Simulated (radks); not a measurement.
Coulomb parameter of the 4f shell of the samarium ion Sm3+ in the model configuration [Xe] 4f3 5d2, as a second difference U = [E(n + 1) + E(n - 1) - 2 E(n)] / (1)^2 with all orbitals relaxed. "Bare": the charge of the atom changes with n. "Screened": the 5d shell takes up the change at fixed total charge, which measures U(4f,4f) + U(5d,5d) - 2 U(4f,5d). All-electron calculation, scalar-relativistic Kohn-Sham, BLYP, spin-unpolarised, spherical densities, point nucleus. Program: a radial shooting solver on a logarithmic mesh with Libxc functionals.

case         configuration  E - E(n) (eV)
start         [Xe] 4f3 5d2          0.000
bare +1       [Xe] 4f4 5d2        -37.233
bare -1       [Xe] 4f2 5d2         57.332
screened +1   [Xe] 4f4 5d1        -15.929
screened -1   [Xe] 4f2 5d3         22.141

U(bare) = 20.099 eV, U(screened by 5d) = 6.212 eV, against the Slater integral F0(4f,4f) = 30.778 eV with frozen orbitals.
